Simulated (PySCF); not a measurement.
From one molecule to another.

First species: C4H6F2O2Si.
SMILES: `FC(F)C1=CO[SiH2]CO1`

Second species: C5H5NOSi.
InChI=1S/C5H5NOSi/c6-8-5-3-1-2-4-7/h4H,6,8H2

Levels: CAM-B3LYP/def2-SVPD for dipole moment, HOMO energy, LUMO energy, HOMO–LUMO gap, static isotropic polarisability and electronic spatial extent ⟨r²⟩ about the centre of nuclear charge; TDDFT CAM-B3LYP/def2-SVPD for lowest singlet excitation; TDA CAM-B3LYP/def2-SVPD for lowest triplet excitation (Tamm–Dancoff); GFN2-xTB for rotational constant A and rotational constant C. Geometries: GFN2-xTB. All species are isolated and taken at one optimised geometry, non-relativistic unless stated. Electronic properties by PySCF.

Dipoles, sizes and rotational constants follow the conformer. The torsions of the flexible species, by atom-mapped SMILES:
- `[F:1][CH:2]([F:3])[C:4]1=[CH:5][O:6][SiH2:7][CH2:8][O:9]1`: F1–C2–C4–C5 -67°
- `[NH2:1][SiH2:2][C:3]#[C:4][C:5]#[C:6][CH:7]=[O:8]`: H–N1–Si2–C3 71°, H–N1–Si2–C3 -70°

Which of the two has the higher S1 energy, and by how much?

The first: 5.44 eV against 3.63 eV, a difference of 1.81 eV.

Which of the two has the higher rotational constant A, and by how much?

The second: 9.553 GHz against 3.067 GHz, a difference of 6.486 GHz.

Which has the higher LUMO energy?

The first: 0.64 eV against -1.70 eV, a difference of 2.34 eV.

Which has the higher static isotropic polarisability?

The second: 111.8 au against 77.3 au, a difference of 34.5 au.

Which of the two has the higher rotational constant C, and by how much?

The first: 0.747 GHz against 0.406 GHz, a difference of 0.341 GHz.

Which of the two has the higher HOMO energy, and by how much?

The first: -7.93 eV against -9.04 eV, a difference of 1.11 eV.

Which has the higher ⟨r²⟩?

The second: 2510 bohr² against 1489 bohr², a difference of 1021 bohr².

Which has the higher dipole moment?

The first: 3.47 D against 3.14 D, a difference of 0.33 D.

On the first: The principal polarisabilities are 63.9, 76.7 and 91.4 au; their mean is the isotropic value. The polarisability is 11.46 Å³ as a volume (1 au = 0.148185 Å³), or 0.99 au for each of the 78 electrons.

On the second: S1 lies 3.71 eV below the HOMO–LUMO gap; its leading configuration is HOMO→LUMO, weight 0.81. No computed singlet falls in the visible range (750 to 380 nm, 1.65 to 3.26 eV); S1 lies 0.37 eV above its blue end.
